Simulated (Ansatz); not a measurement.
Reaction (SMILES): C[SiH](C)F → C[SiH]C + F atom (the F-Si bond at the site shown breaks; other sites are not compared here)
Geometries: B3LYP-D3(BJ)/def2-TZVP minima from Ansatz (a first-principles code).

Property: bond dissociation energy (electronic energy difference), in kJ/mol. Valence correlation only, unless marked. UHF or UKS for open shells. Spin-orbit coupling is left out. No relativistic terms. Basis-set limits of correlation are two-point, X^-3; Hartree-Fock from the larger set. [CCSD(T)-MP2]/basis is that difference in the basis named.

| level | program | bond dissociation energy (kJ/mol) |
|---|---|---|
| HF/cc-pV(T+d)Z | Ansatz | 503.9 |
| HF/aug-cc-pV(Q+d)Z | Ansatz | 509.1 |
| SVWN5/def2-TZVPD | Ansatz | 745.3 |
| BLYP-D3(BJ)/def2-TZVPD | Ansatz + dftd3 | 650.4 |
| BLYP/def2-TZVPD | Ansatz | 647.6 |
| revPBE-D4/def2-TZVPD | Ansatz + dftd4 | 629.8 |
| B3LYP-D3(BJ)/def2-TZVPD | Ansatz + dftd3 | 649.0 |
| B3LYP/def2-TZVPD | Ansatz | 646.7 |
| PBE0-D3(BJ)/def2-TZVP | Ansatz + dftd3 | 640.2 |
| PBE0-D4/def2-TZVP | Ansatz + dftd4 | 640.5 |
| B2GP-PLYP-D3(BJ)/def2-TZVPD | Ansatz + dftd3 | 659.8 |
| RPA@PBE/cc-pV(Q+d)Z | Ansatz | 621.4 |
| MP2/cc-pwCVTZ | Ansatz | 686.4 |
| RI-MP2/CBS(aug-cc-pV(T+d)Z,aug-cc-pV(Q+d)Z) | Ansatz | 707.8 |
| SCS-MP2/6-31G | Ansatz | 512.7 |
| SCS-MP2/cc-pV(T+d)Z | Ansatz | 669.1 |
| SCS-MP2/cc-pwCVTZ | Ansatz | 672.7 |
| CCSD(T)/6-31G* | Ansatz | 628.7 |
| CCSD(T) with core electrons (1s frozen past Ne)/cc-pwCVTZ | Ansatz | 655.8 |
| RI-MP2/CBS(aug-cc-pV(T+d)Z,aug-cc-pV(Q+d)Z)+[CCSD(T)-MP2]/aug-cc-pV(D+d)Z | Ansatz | 675.9 |
| RI-MP2/CBS(aug-cc-pV(T+d)Z,aug-cc-pV(Q+d)Z)+[CCSD(T)-MP2]/aug-cc-pV(T+d)Z | Ansatz | 675.4 |
